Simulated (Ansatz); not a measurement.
Process, species as SMILES: CCCC=O → C[CH]CC=O + H atom (the C-H bond at the site shown breaks; other sites are not compared here)
Geometries: B3LYP-D3(BJ)/def2-TZVP minima from Ansatz (a first-principles code), one conformer each, not searched for the lowest.
Geometry of the first species:
```
C
H 1 1.0921
H 1 1.0921 2 105.75
C 1 1.5220 2 109.01 3 -117.07
H 4 1.0984 1 111.39 2 -64.37
H 4 1.0984 5 104.53 1 120.40
C 4 1.5038 5 106.91 6 113.13
O 7 1.2038 4 125.05 5 124.25
H 7 1.1117 8 120.27 4 180.00
C 1 1.5256 2 110.19 3 119.07
H 10 1.0910 1 111.15 2 -58.16
H 10 1.0928 11 107.68 1 -122.14
H 10 1.0928 11 107.68 12 -115.72
```

Quantity: bond dissociation energy (electronic energy difference), in kJ/mol. Correlated levels leave the core frozen unless marked. UHF or UKS for open shells. Spin-orbit coupling is left out. No relativistic terms. Basis-set limits of correlation are two-point, X^-3; Hartree-Fock from the larger set. The bracket is a focal-point correction in the basis named.

```tsv
level	program	bond dissociation energy (kJ/mol)
PBE0/STO-3G	Ansatz	551.6
PBE0-D3(BJ)/def2-TZVPD	Ansatz + dftd3	___
r2SCAN0/def2-TZVPD	Ansatz	418.8
RI-MP2/CBS(cc-pVTZ,cc-pVQZ)+[CCSD(T)-MP2]/cc-pVTZ	Ansatz	___
```

Task: Complete the blanks.

Result: 
- PBE0-D3(BJ)/def2-TZVPD, bond dissociation energy (kJ/mol): 425.1
- RI-MP2/CBS(cc-pVTZ,cc-pVQZ)+[CCSD(T)-MP2]/cc-pVTZ, bond dissociation energy (kJ/mol): 449.4
